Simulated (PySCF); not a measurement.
# Successive Bi–Cl bond energies

Method: PBE0/[Bi def2-SVP with ECP60, Cl def2-SVP], scalar-relativistic core potentials, density fitting, no spin–orbit coupling, PySCF.

Each entry is the lowest minimum that a search over a few typed start shapes (and spin states, where more than one is plausible) found, or that minimum re-optimised at the stated level; isomers with ligand–ligand bonds, or fragments after loss of a ligand pair, can lie lower.

Total energies (Eh), which compare only within these settings: Cl atom -459.83854.

| species | 2S+1 | group | E (Eh) | ZPE (kJ/mol) |
| --- | --- | --- | --- | --- |
| BiCl₃ | 1 | C3v | -1594.46834 | 8.1 |
| BiCl₄ | 2 | Td | -2054.34055 | 9.2 |
| BiCl₅ | 1 | D3h | -2514.21588 | 14.5 |

(1) What are De and D0 for BiCl₄ → BiCl₃ + Cl?

(2) What are De and D0 for BiCl₅ → BiCl₄ + Cl?

## Answers

(1) De = [(-1594.46834) + (-459.83854) − (-2054.34055)] × 2625.5 = 88 kJ/mol. The zero-point energy changes by -1.1 kJ/mol, so D0 = 87 kJ/mol.

(2) De = [(-2054.34055) + (-459.83854) − (-2514.21588)] × 2625.5 = 97 kJ/mol. The zero-point energy changes by -5.3 kJ/mol, so D0 = 91 kJ/mol.

Atoms and open shells are unrestricted, without spin–orbit or basis-set superposition corrections.

Spin–orbit coupling can matter for elements this heavy.
